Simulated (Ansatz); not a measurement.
## Nudged elastic band run: Cl₃H₄NOZr

input.yaml

```yaml
crystal:
  periodic: [false, false, false]
  atoms:
    - { symbol: Zr, position_ang: [0.049181, 0.053032, 0.300594] }
    - { symbol: Cl, position_ang: [-0.235606, -0.236197, 2.647774] }
    - { symbol: Cl, position_ang: [2.184205, -0.461853, -0.62153] }
    - { symbol: Cl, position_ang: [-1.228139, 1.75984, -0.762037] }
    - { symbol: O, position_ang: [-0.910684, -1.458672, -0.304693] }
    - { symbol: H, position_ang: [-1.398629, -2.224694, -0.609701] }
    - { symbol: "N", position_ang: [1.290839, 2.009946, 1.084896] }
    - { symbol: H, position_ang: [2.266185, 1.972775, 0.786353] }
    - { symbol: H, position_ang: [0.887959, 2.873771, 0.719786] }
    - { symbol: H, position_ang: [1.280987, 2.07015, 2.103757] }
basis:
  gaussian: { orbitals: def2-SVP }
hamiltonian:
  xc: pbe0
  dispersion: d4
neb:
  order_check: false
  images: 5
  f_tol: 0.05
  max_iterations: 60
  final_atoms:
    - { symbol: Zr, position_ang: [0.8486341, -0.05259907, 0.0147652] }
    - { symbol: Cl, position_ang: [2.29274399, -0.40868043, 1.87625848] }
    - { symbol: Cl, position_ang: [1.38744891, -1.97744412, -1.25455706] }
    - { symbol: Cl, position_ang: [1.32656878, 1.62167463, -1.61193955] }
    - { symbol: O, position_ang: [-1.00479384, -0.40311229, 0.32479628] }
    - { symbol: H, position_ang: [-1.71534939, -1.02776622, 0.16203886] }
    - { symbol: "N", position_ang: [0.32712841, 1.92158776, 1.3073347] }
    - { symbol: H, position_ang: [1.12358424, 2.55304122, 1.39864761] }
    - { symbol: H, position_ang: [-0.42875231, 2.45454135, 0.87545014] }
    - { symbol: H, position_ang: [0.02908512, 1.67685517, 2.25240435] }
  initial_path:
    images:
      - { positions_ang: [[0.049181, 0.053032, 0.300594], [-0.235606, -0.236197, 2.647774], [2.184205, -0.461853, -0.62153], [-1.228139, 1.75984, -0.762037], [-0.910684, -1.458672, -0.304693], [-1.398629, -2.224694, -0.609701], [1.290839, 2.009946, 1.084896], [2.266185, 1.972775, 0.786353], [0.887959, 2.873771, 0.719786], [1.280987, 2.07015, 2.103757]] }
      - { positions_ang: [[0.03327661, 0.03396861, 0.20167198], [-0.16123341, -0.15005297, 2.72307355], [2.25010891, -0.31324142, -0.68893076], [-1.21131226, 1.85536109, -0.79469469], [-0.93151843, -1.53838917, -0.42801962], [-1.40987595, -2.20166515, -0.37321865], [1.29974294, 2.00194364, 0.98442015], [2.23439988, 1.93169901, 0.99000374], [0.9319521, 2.90341354, 0.64613177], [1.15075761, 1.83506081, 2.08476153]] }
      - { positions_ang: [[0.01737222, 0.01490522, 0.10274996], [-0.08686082, -0.06390894, 2.7983731], [2.31601282, -0.16462984, -0.75633151], [-1.19448553, 1.95088219, -0.82735238], [-0.95235287, -1.61810635, -0.55134625], [-1.4211229, -2.17863631, -0.1367363], [1.30864688, 1.99394129, 0.8839443], [2.20261475, 1.89062302, 1.19365449], [0.97594521, 2.93305609, 0.57247753], [1.02052823, 1.59997163, 2.06576606]] }
      - { positions_ang: [[0.00146782, -0.00415817, 0.00382795], [-0.01248823, 0.0222351, 2.87367265], [2.38191674, -0.01601825, -0.82373227], [-1.17765879, 2.04640328, -0.86001007], [-0.9731873, -1.69782352, -0.67467287], [-1.43236985, -2.15560746, 0.09974605], [1.31755082, 1.98593893, 0.78346845], [2.17082963, 1.84954703, 1.39730523], [1.01993831, 2.96269863, 0.4988233], [0.89029884, 1.36488244, 2.04677059]] }
      - { positions_ang: [[0.28385658, -0.02030514, 0.0074737], [0.75592251, -0.12140341, 2.54120126], [2.05042746, -0.66982688, -0.96734053], [-0.34291627, 1.90482706, -1.11065323], [-0.98372281, -1.26625311, -0.34151649], [-1.52669636, -1.77966038, 0.12051032], [0.98741002, 1.96448854, 0.95809053], [1.82174783, 2.08404509, 1.39775269], [0.53704144, 2.79331287, 0.62436558], [0.6032276, 1.46887335, 2.11531518]] }
      - { positions_ang: [[0.56624534, -0.03645211, 0.01111945], [1.52433325, -0.26504192, 2.20872987], [1.71893818, -1.3236355, -1.1109488], [0.49182625, 1.76325085, -1.36129639], [-0.99425833, -0.8346827, -0.0083601], [-1.62102288, -1.4037133, 0.14127459], [0.65726921, 1.94303815, 1.13271262], [1.47266603, 2.31854316, 1.39820015], [0.05414456, 2.62392711, 0.74990786], [0.31615636, 1.57286426, 2.18385976]] }
      - { positions_ang: [[0.8486341, -0.05259907, 0.0147652], [2.29274399, -0.40868043, 1.87625848], [1.38744891, -1.97744412, -1.25455706], [1.32656878, 1.62167463, -1.61193955], [-1.00479384, -0.40311229, 0.32479628], [-1.71534939, -1.02776622, 0.16203886], [0.32712841, 1.92158776, 1.3073347], [1.12358424, 2.55304122, 1.39864761], [-0.42875231, 2.45454135, 0.87545014], [0.02908512, 1.67685517, 2.25240435]] }
```

Command:

```bash
$ ansatz run input.yaml --threads 4 --pin off --max-ram 5120MiB --backend cpu --events-out ev --progress --plain --runs-dir out
```

Output, in part (warnings, iteration lines, the closing report on the highest movable image, with atoms numbered from 0):

```
NEB end point (image 0): max|allowed force component| = 2.764e-2 eV/Å (the criterion of neb.relax_end_points is 1.000e-2)
NEB end point (image 6): max|allowed force component| = 5.324e-3 eV/Å (the criterion of neb.relax_end_points is 1.000e-2)
NEB iter   1: max|band force component| = 1.081e1 eV/Å  barrier→ = 4.7906 eV  barrier← = 4.7154 eV  Δτ_max = 0.2000 Å  (201 SCF iters)
NEB iter   2: max|band force component| = 3.692e0 eV/Å  barrier→ = 2.6748 eV  barrier← = 2.5996 eV  Δτ_max = 0.2000 Å  (187 SCF iters)
NEB iter   3: max|band force component| = 2.716e0 eV/Å  barrier→ = 1.6721 eV  barrier← = 1.5969 eV  Δτ_max = 0.2000 Å  (174 SCF iters)
NEB iter   4: max|band force component| = 2.731e0 eV/Å  barrier→ = 1.3548 eV  barrier← = 1.2796 eV  Δτ_max = 0.1978 Å  (157 SCF iters)
NEB iter   5: max|band force component| = 2.391e0 eV/Å  barrier→ = 0.9610 eV  barrier← = 0.8858 eV  Δτ_max = 0.1920 Å  (158 SCF iters)
NEB iter   6: max|band force component| = 2.966e0 eV/Å  barrier→ = 0.8678 eV  barrier← = 0.7926 eV  Δτ_max = 0.1988 Å  (157 SCF iters)
NEB iter   7: max|band force component| = 2.992e0 eV/Å  barrier→ = 0.8069 eV  barrier← = 0.7317 eV  Δτ_max = 0.1990 Å  (156 SCF iters)
NEB iter   8: max|band force component| = 2.825e0 eV/Å  barrier→ = 0.7914 eV  barrier← = 0.7162 eV  Δτ_max = 0.1800 Å  (153 SCF iters)
NEB iter   9: max|band force component| = 3.095e0 eV/Å  barrier→ = 0.7419 eV  barrier← = 0.6667 eV  Δτ_max = 0.1985 Å  (155 SCF iters)
NEB iter  10: max|band force component| = 2.971e0 eV/Å  barrier→ = 0.7389 eV  barrier← = 0.6637 eV  Δτ_max = 0.1842 Å  (154 SCF iters)
NEB iter  11: max|band force component| = 2.592e0 eV/Å  barrier→ = 0.6012 eV  barrier← = 0.5260 eV  Δτ_max = 0.1954 Å  (155 SCF iters)
NEB iter  12: max|band force component| = 2.457e0 eV/Å  barrier→ = 0.6460 eV  barrier← = 0.5708 eV  Δτ_max = 0.1975 Å  (154 SCF iters)
NEB iter  13: max|band force component| = 2.572e0 eV/Å  barrier→ = 0.8408 eV  barrier← = 0.7656 eV  Δτ_max = 0.2000 Å  (156 SCF iters)
NEB iter  14: max|band force component| = 2.731e0 eV/Å  barrier→ = 0.9945 eV  barrier← = 0.9193 eV  Δτ_max = 0.2000 Å  (153 SCF iters)
NEB iter  15: max|band force component| = 2.491e0 eV/Å  barrier→ = 0.9593 eV  barrier← = 0.8841 eV  Δτ_max = 0.1979 Å  (159 SCF iters)
NEB iter  16: max|band force component| = 2.181e0 eV/Å  barrier→ = 0.8828 eV  barrier← = 0.8076 eV  Δτ_max = 0.2000 Å  (154 SCF iters)
NEB iter  17: max|band force component| = 1.779e0 eV/Å  barrier→ = 0.6778 eV  barrier← = 0.6026 eV  Δτ_max = 0.2000 Å  (158 SCF iters)
NEB iter  18: max|band force component| = 1.172e0 eV/Å  barrier→ = 0.5145 eV  barrier← = 0.4393 eV  Δτ_max = 0.1981 Å  (155 SCF iters)
NEB iter  19: max|band force component| = 5.526e-1 eV/Å  barrier→ = 0.3724 eV  barrier← = 0.2972 eV  Δτ_max = 0.2000 Å  (155 SCF iters)
NEB iter  20: max|band force component| = 4.012e-1 eV/Å  barrier→ = 0.2797 eV  barrier← = 0.2045 eV  CI = image 3  Δτ_max = 0.1949 Å  (155 SCF iters)
NEB iter  21: max|band force component| = 3.204e-1 eV/Å  barrier→ = 0.2631 eV  barrier← = 0.1879 eV  CI = image 3  Δτ_max = 0.2000 Å  (152 SCF iters)
NEB iter  22: max|band force component| = 2.574e-1 eV/Å  barrier→ = 0.2556 eV  barrier← = 0.1804 eV  CI = image 3  Δτ_max = 0.0713 Å  (155 SCF iters)
NEB iter  23: max|band force component| = 2.090e-1 eV/Å  barrier→ = 0.2499 eV  barrier← = 0.1747 eV  CI = image 3  Δτ_max = 0.1993 Å  (152 SCF iters)
NEB iter  24: max|band force component| = 2.442e-1 eV/Å  barrier→ = 0.2566 eV  barrier← = 0.1814 eV  CI = image 3  Δτ_max = 0.0615 Å  (155 SCF iters)
NEB iter  25: max|band force component| = 2.062e-1 eV/Å  barrier→ = 0.2562 eV  barrier← = 0.1810 eV  CI = image 3  Δτ_max = 0.0987 Å  (155 SCF iters)
NEB iter  26: max|band force component| = 8.228e-1 eV/Å  barrier→ = 0.2565 eV  barrier← = 0.1813 eV  CI = image 3  Δτ_max = 0.0505 Å  (152 SCF iters)
NEB iter  27: max|band force component| = 9.703e-2 eV/Å  barrier→ = 0.2554 eV  barrier← = 0.1802 eV  CI = image 3  Δτ_max = 0.0991 Å  (160 SCF iters)
NEB iter  28: max|band force component| = 2.586e-1 eV/Å  barrier→ = 0.2572 eV  barrier← = 0.1820 eV  CI = image 3  Δτ_max = 0.0494 Å  (157 SCF iters)
NEB iter  29: max|band force component| = 1.109e-1 eV/Å  barrier→ = 0.2568 eV  barrier← = 0.1816 eV  CI = image 3  Δτ_max = 0.0997 Å  (156 SCF iters)
NEB iter  30: max|band force component| = 1.236e-1 eV/Å  barrier→ = 0.2569 eV  barrier← = 0.1817 eV  CI = image 3  Δτ_max = 0.0499 Å  (154 SCF iters)
NEB iter  31: max|band force component| = 6.081e-2 eV/Å  barrier→ = 0.2570 eV  barrier← = 0.1818 eV  CI = image 3  Δτ_max = 0.0983 Å  (140 SCF iters)
NEB iter  32: max|band force component| = 4.332e-1 eV/Å  barrier→ = 0.2571 eV  barrier← = 0.1818 eV  CI = image 3  Δτ_max = 0.0500 Å  (144 SCF iters)
NEB iter  33: max|band force component| = 1.262e-1 eV/Å  barrier→ = 0.2571 eV  barrier← = 0.1819 eV  CI = image 3  Δτ_max = 0.0965 Å  (145 SCF iters)
NEB iter  34: max|band force component| = 2.317e-1 eV/Å  barrier→ = 0.2570 eV  barrier← = 0.1818 eV  CI = image 3  Δτ_max = 0.0486 Å  (151 SCF iters)
NEB iter  35: max|band force component| = 5.575e-2 eV/Å  barrier→ = 0.2569 eV  barrier← = 0.1817 eV  CI = image 3  Δτ_max = 0.0813 Å  (139 SCF iters)
NEB iter  36: max|band force component| = 2.012e-1 eV/Å  barrier→ = 0.2569 eV  barrier← = 0.1817 eV  CI = image 3  Δτ_max = 0.0416 Å  (147 SCF iters)
NEB iter  37: max|band force component| = 8.501e-2 eV/Å  barrier→ = 0.2568 eV  barrier← = 0.1816 eV  CI = image 3  Δτ_max = 0.0656 Å  (154 SCF iters)
NEB iter  38: max|band force component| = 2.148e-1 eV/Å  barrier→ = 0.2567 eV  barrier← = 0.1815 eV  CI = image 3  Δτ_max = 0.0329 Å  (156 SCF iters)
NEB iter  39: max|band force component| = 6.287e-2 eV/Å  barrier→ = 0.2566 eV  barrier← = 0.1814 eV  CI = image 3  Δτ_max = 0.0494 Å  (155 SCF iters)
NEB iter  40: max|band force component| = 9.427e-2 eV/Å  barrier→ = 0.2565 eV  barrier← = 0.1813 eV  CI = image 3  Δτ_max = 0.0249 Å  (162 SCF iters)
NEB iter  41: max|band force component| = 3.666e-2 eV/Å  barrier→ = 0.2564 eV  barrier← = 0.1812 eV  CI = image 3  Δτ_max = 0.0000 Å  (294 SCF iters)
Total energy: -42429.20025589 eV, -1559.2443498592 hartree
Atom 0 at     0.510329    -0.037724     0.099943 Å, force     0.003662    -0.004903     0.003298 eV/Å
Atom 1 at     1.025723    -0.748999     2.360369 Å, force    -0.001343    -0.001509    -0.001356 eV/Å
Atom 2 at     2.292301    -1.108757    -0.999669 Å, force    -0.000330    -0.000240     0.000547 eV/Å
Atom 3 at     0.088558     1.695118    -1.539509 Å, force     0.000883     0.001402     0.000495 eV/Å
Atom 4 at    -1.121389    -0.954885    -0.082776 Å, force    -0.006896     0.007176     0.003333 eV/Å
Atom 5 at    -1.911790    -1.475686    -0.225154 Å, force     0.004863    -0.004805    -0.002139 eV/Å
Atom 6 at     0.804063     2.005556     1.297559 Å, force    -0.000963    -0.001581    -0.007590 eV/Å
Atom 7 at     1.289356     2.700768     0.727428 Å, force     0.001219     0.004652     0.000480 eV/Å
Atom 8 at    -0.099027     2.422289     1.532627 Å, force    -0.000230    -0.000136     0.005150 eV/Å
Atom 9 at     1.308174     1.860418     2.174382 Å, force    -0.000866    -0.000057    -0.002217 eV/Å
Dipole moment:    -0.437548     0.733317     0.542046 e Å
```

The run converged. A structure lower than the first end lies on the path between it and the top, so the climb from that side starts below the end, which may itself be a saddle point or a shallow side well. A vibrational analysis at the climbing image gives one clearly imaginary mode, 48i cm⁻¹: a first-order saddle point.

Final band:

| image | path coordinate (Å) | energy (kcal/mol) |
| --- | --- | --- |
| 0 | 0.00 | 0.0 |
| 1 | 1.39 | -0.2 |
| 2 | 2.78 | 3.4 |
| 3 | 4.16 | 5.9 |
| 4 | 5.20 | 5.0 |
| 5 | 6.25 | 2.9 |
| 6 | 7.29 | 1.7 |

The run took 25 min on 4 threads of Intel(R) Xeon(R) Processor @ 2.50GHz (Skylake/Cascade Lake), with other jobs on the host, peak memory 0.43 GiB.
